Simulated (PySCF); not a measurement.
A structure optimised at PBE-D3(BJ)/def2-SVP, used in a PySCF frequency run:

```
C
H 1 1.1133
C 1 1.5244 2 114.44
C 3 1.3544 1 92.44 2 114.74
H 3 1.0986 4 134.45 1 -178.97
C 4 1.5083 3 96.07 5 -179.95
H 6 1.1094 4 115.58 3 -113.65
H 6 1.1111 7 108.99 4 132.05
Cl 4 1.7232 3 133.98 5 -1.10
Si 1 1.9032 2 109.81 3 -132.51
H 10 1.5052 1 109.11 2 -175.25
H 10 1.5056 11 109.07 1 120.56
H 10 1.5066 11 109.15 12 118.49
```

### Question
Write its SMILES and formula.

### Answer
[SiH3][C@@H]1C=C(Cl)C1, C4H7ClSi

### Question
What are its rotational constants (standard atomic weights)?

### Answer
7.0925, 1.0031, 0.98019 GHz
